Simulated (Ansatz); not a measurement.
Ideal-gas functions of C2H3FO2Zr (`C#[C][Zr]([OH])([OH])[F]`) at 800 K and 1 bar, from an Ansatz frequency run at PBE0-D4/def2-TZVP.

Molar mass 169.27 g/mol, point group Cs (symmetry number 1), electronic degeneracy 1, moments of inertia 181.13, 320.68, 320.929 u Å². Harmonic wavenumbers (cm⁻¹, unscaled): 86, 90, 152, 159, 170, 176, 212, 224, 253, 257, 323, 444, 657, 725, 729, 731, 736, 2086, 3451, 4000, 4003.

Use S(trans) = R[1.5 ln M + 2.5 ln T − 1.1517]; rotational temperatures θ = 24.2544 K / I; S(rot) = R[ln(√π/σ · √(T³/θAθBθC)) + 1.5]; for each mode x = 1.438777 ν̃/T, S = R[x/(eˣ − 1) − ln(1 − e⁻ˣ)] and H = RT x/(eˣ − 1); 1 cm⁻¹ = 0.0119627 kJ/mol; R = 8.31446 J/(mol·K).

Q: By hand: the entropy, in J/(mol·K).

A: Translation 193.4. Rotation: θ = 0.1339, 0.0756, 0.0756 K, giving 130.4. Vibration, mode by mode: 23.84, 23.46, 19.12, 18.75, 18.20, 17.91, 16.38, 15.93, 14.93, 14.80, 12.95, 10.40, 7.39, 6.67, 6.63, 6.61, 6.56, 0.95, 0.12, 0.05, 0.05, in all 241.7. Electronic 0.0. Sum 565.5 J/(mol·K).

Q: By hand: H − E and G − E in kJ/mol, counted from the electronic energy.

A: Zero-point energy ½ × 19664 × 0.0119627 = 117.6; thermal vibration 82.8; translation, rotation and pV give 4 RT = 26.6. H − E = 227.0 kJ/mol, and G − E = 227.0 − 800 × 565.5/1000 = -225.4 kJ/mol.

Vibration gives 43 % of the entropy, 47.3 J/(mol·K) of it from the modes under 150 cm⁻¹: soft modes count most, and the harmonic formula is weakest for them. The sum counts one conformer and one mirror image; others add a mixing term.
